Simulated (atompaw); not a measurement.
**What one change does to a pseudopotential (gadolinium (Gd), PAW (atompaw))**

```
Element                 : Gd (Z = 64)
Generator               : atompaw 4.2.0.5
Type                    : PAW
Functional              : PBEsol
Relativity              : scalar-relativistic
Frozen core             : [Kr] 4d10 5s2
Valence charge          : 16
Reference configuration : 4f7 5p6 5d1 6s0 6p0 (charge +2)
Partial waves           : 6s (bound, empty): rc 3.00 bohr; 6s channel at 3.05 Ry: rc 3.00 bohr; 5p (bound): rc 2.80 bohr; 6p (bound, empty): rc 3.00 bohr; 5d (bound): rc 3.00 bohr; 5d channel at -0.65 Ry: rc 3.00 bohr; 4f (bound): rc 1.00 bohr; 4f channel at 1.65 Ry: rc 1.00 bohr
Local potential         : vpsmatchnc scheme with l = 4 at 0 Ry, radius 3.00 bohr
Core correction         : smooth core density matched at 2.40 bohr
Augmentation charge     : sinc compensation charge, radius 2.50 bohr; PAW radius 3.00 bohr; waves and projectors: custom rrkj gramschmidtortho
```

Change: local potential troulliermartins scheme with l = 4 at 0 Ry, radius 3.00 bohr.

Cutoffs: the cutoffs (Ry, on a coarse ladder) from which the occupation-weighted sum of valence levels, in a spherical-Bessel basis at the reference potential, stays within 10 and 1 mRy of its value at 400 Ry; they do not see the model core or the augmentation charge, which bear on the density cutoff.

Problem. What does the change do?

Solution. The potential gets neither clearly harder nor softer (200 Ry and 300 Ry → 200 Ry and 300 Ry); the bound ghosts move from d, s to s; the range in which the d phases agree widens (upper end 1.3 → at the end of the scan). A state that the projectors do not describe sees the local part alone, so a deeper or shallower local part can create or remove a ghost.

```csv
quantity,base,changed
"cutoff, loose",200 Ry,200 Ry
"cutoff, tight",300 Ry,300 Ry
bound ghosts,"s, d",s
s: phases at 3.00 bohr within 0.05 rad from the reference energy up to (Ry; the scan ends near 5),4.4,to the end of the scan
p: phases at 3.00 bohr within 0.05 rad from the reference energy up to (Ry; the scan ends near 5),-0.2,-0.3
d: phases at 3.00 bohr within 0.05 rad from the reference energy up to (Ry; the scan ends near 5),1.3,to the end of the scan
f: phases at 3.00 bohr within 0.05 rad from the reference energy up to (Ry; the scan ends near 5),4.0,3.9
lowest overlap eigenvalue by channel,"s 0.54, p 0.63, d 0.94, f 1.00","s 0.65, p 0.64, d 0.96, f 1.00"
```

 A true bound ghost makes a file unfit for plane-wave use even where its test errors are small: the radial tests pick states by their node count and pass the ghost by. The cutoffs see the waves, projectors and local potential, not the compensation charge or the core.
